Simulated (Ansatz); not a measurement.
Worked example: the enthalpy of BBrF2 + HOI → B(OH)F2 + IBr

Gas-phase species: BBrF2 `FB(F)Br`, singlet; HOI (hypoiodous acid) `OI`, singlet; B(OH)F2 (difluorohydroxyborane), singlet; IBr, singlet. The partners trade Br for OH: B–Br and I–OH bonds give way to B–OH and I–Br.

Shapes, held fixed at every level: PBE0-D4/def2-TZVP. Programs: Ansatz 0.2.0. The zero-point and thermal terms to 298 K, harmonic and unscaled (PBE0-D4/def2-TZVP), stand in the table.

At CCSD/def2-TZVPP; 1 Eh = 2625.50 kJ/mol:

| species | energy (Eh) | H(298 K) − E (kJ/mol) | tabulated ΔfH (kJ/mol) |
| --- | --- | --- | --- |
| BBrF2 | -2797.109794 | 40.0 | -820.1 |
| HOI | -372.816015 | 43.6 | -61.3 |
| B(OH)F2 | -300.166360 | 77.6 | -1083.7 |
| IBr | -2869.826262 | 11.5 | +40.8 |

Question: Work out the reaction enthalpy at 298 K from the calculation and from the table of heats.

Answer: 
1. Electronic: (-300.166360) + (-2869.826262) − [(-2797.109794) + (-372.816015)] = -0.066813 Eh = -175.4 kJ/mol.
2. Zero-point and thermal: (77.6) + (11.5) − [(40.0) + (43.6)] = +5.5 kJ/mol.
3. Computed ΔH = -169.9 kJ/mol.
4. From the heats of formation (Active Thermochemical Tables, NIST-JANAF tables): (-1083.7) + (40.8) − [(-820.1) + (-61.3)] = -161.5 kJ/mol.
5. Computed less tabulated: -8.4 kJ/mol. Tabulated heats carry uncertainties of their own. The tabulated values of BBrF2, B(OH)F2 are in doubt (older tables, estimates, or at odds with other calculations) and kept here.

For atoms past krypton def2 sets carry core potentials with scalar relativity. Relativity is left out for Br. Outer-core shells of Br, I are correlated, in sets that cover them unevenly.
